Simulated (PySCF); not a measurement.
C6H6F2O2.
SMILES: `C#C/C(=C\OC)OC(F)F`

Computed with PySCF at CAM-B3LYP/def2-SVPD, non-relativistic, on one gas-phase PBE0-D3(BJ)/def2-SVP geometry that isn't relaxed in the solvent. The solvent is an IEF-PCM continuum (cavity from Bondi-type radii × 1.2), and excitations are vertical TDDFT with non-equilibrium linear response and a frozen core. The model holds no explicit solvent molecules, cavitation or dispersion.

Gas-phase singlets (H = HOMO, L = LUMO):

```tsv
state	E (eV)	λ (nm)	f	leading configuration
S1	5.105	243	0.024	H→L+1 71%
S2	5.332	233	0.249	H→L 78%
S3	6.054	205	0.003	H-1→L 93%
S4	6.336	196	0.000	H→L+2 85%
S5	6.910	179	0.121	H-2→L 41%
```

Q: Give the list for chloroform (ε = 4.711), n² = 2.09.

A: 
| state | E (eV) | λ (nm) | f | leading configuration | change by rank (eV) |
| --- | --- | --- | --- | --- | --- |
| S1 | 5.128 | 242 | 0.116 | H→L+1 54% | +0.023 |
| S2 | 5.256 | 236 | 0.242 | H→L 57% | -0.076 |
| S3 | 6.049 | 205 | 0.002 | H-1→L 93% | -0.005 |
| S4 | 6.367 | 195 | 0.001 | H→L+2 90% | +0.031 |
| S5 | 6.906 | 180 | 0.154 | H-1→L+1 40% | -0.004 |

Q: How do the frontier levels move from gas to chloroform?

A: 
| orbital | gas (eV) | solvent (eV) | change (eV) |
| --- | --- | --- | --- |
| LUMO+2 | 1.12 | 1.30 | +0.18 |
| LUMO+1 | 1.02 | 1.20 | +0.18 |
| LUMO | 0.14 | 0.27 | +0.13 |
| HOMO | -7.95 | -7.85 | +0.10 |
| HOMO-1 | -9.98 | -9.84 | +0.14 |
| HOMO-2 | -10.72 | -10.66 | +0.06 |
| HOMO-3 | -11.23 | -11.17 | +0.06 |

The HOMO–LUMO gap goes from 8.09 to 8.12 eV.

Cost: about 1.6 min of CPU time on one thread; the machine was shared, so the figure is rough. This is the whole response run at CAM-B3LYP/def2-SVPD in chloroform, SCF included.

Conformer computed: `[CH:1]#[C:2]/[C:3](=[CH:4]\[O:5][CH3:6])[O:7][CH:8]([F:9])[F:10]`: C3–C4–O5–C6 1°, C2–C3–O7–C8 -73°, C3–O7–C8–F9 169°.
